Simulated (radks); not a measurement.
All-electron atom: the chromium ion Cr21+ in 1s1 2s1 2p1 (not the ground configuration). Calculated with a radial shooting solver on a logarithmic mesh with Libxc functionals: Dirac Kohn-Sham, BP86, spin-unpolarised, spherical densities, finite nucleus; open shells are shared between the two j in proportion to 2j + 1; Fermi nuclear charge, rms radius 3.6452 fm.

Normalised radial functions P(r) = r R(r) (large component), r in bohr:

r          1s1/2    2s1/2
0.004485  0.9764   0.3352
0.005566  1.1767   0.4035
0.006908  1.4094   0.4825
0.008573  1.6749   0.5721
0.01064   1.9714   0.6709
0.01321   2.2927   0.7758
0.01639   2.6272   0.8810
0.02034   2.9555   0.9770
0.02525   3.2499   1.0496
0.03133   3.4740   1.0790
0.03889   3.5857   1.0402
0.04826   3.5438   0.9052
0.0599    3.3190   0.6479
0.07434   2.9083   0.2536
0.09226   2.3468  -0.2684
0.1145    1.7102  -0.8709
0.1421    1.0989  -1.4620
0.1764    0.6043  -1.9143
0.2189    0.2739  -2.1009
0.2717    0.0977  -1.9566
0.3372    0.0259  -1.5299
0.4185    0.0047  -0.9802
0.5194    0.0005  -0.4963
0.6446    0.0000  -0.1892
0.8       0.0000  -0.0510
0.9929    0.0000  -0.0090
1.232     0.0000  -0.0009
1.529     0.0000  -0.0001
1.898     0.0000  0.0000

1s1/2: eigenvalue -7425.5 eV, 0 radial nodes, <r> = 0.0623 bohr, 90 % of the charge inside 0.111 bohr. 2s1/2: eigenvalue -1715.1 eV, 1 radial node at r = 0.0830 bohr, <r> = 0.257 bohr, 90 % of the charge inside 0.392 bohr.
